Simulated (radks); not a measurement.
Results of a calculation; reference values are marked as such.
Problem. These are the eigenvalues of the occupied orbitals of an atom or ion with whole-number occupations (hartree). Level of theory: Dirac Kohn-Sham, PBE, spin-unpolarised, spherical densities, finite nucleus; Fermi nuclear charge, rms radius of each element as measured or else 0.836 A^(1/3) + 0.57 fm (a radial shooting solver on a logarithmic mesh with Libxc functionals).

orbital  eigenvalue
1s1/2     -351.5292
2s1/2     -44.11526
2p1/2     -39.03522
2p3/2     -38.15794
3s1/2      -6.28487
3p1/2      -4.67139
3p3/2      -4.55710
3d3/2      -1.87190
3d5/2      -1.85737

Which element is it, and in what charge state? The configuration may be excited. Open shells, if any, fill j = l - 1/2 first.

Solution. Z = 30, zinc, charge +3: Zn3+ in [Ar] 3d9. The list shows which subshells hold electrons but not how many an open one holds; the 1s level, -351.53 hartree, gives Z - s = 26.5 by -(Z - s)^2/2, which with screening and relativity narrows Z to a few neighbours, and the depths of the outer levels then fix element, charge and occupations together.
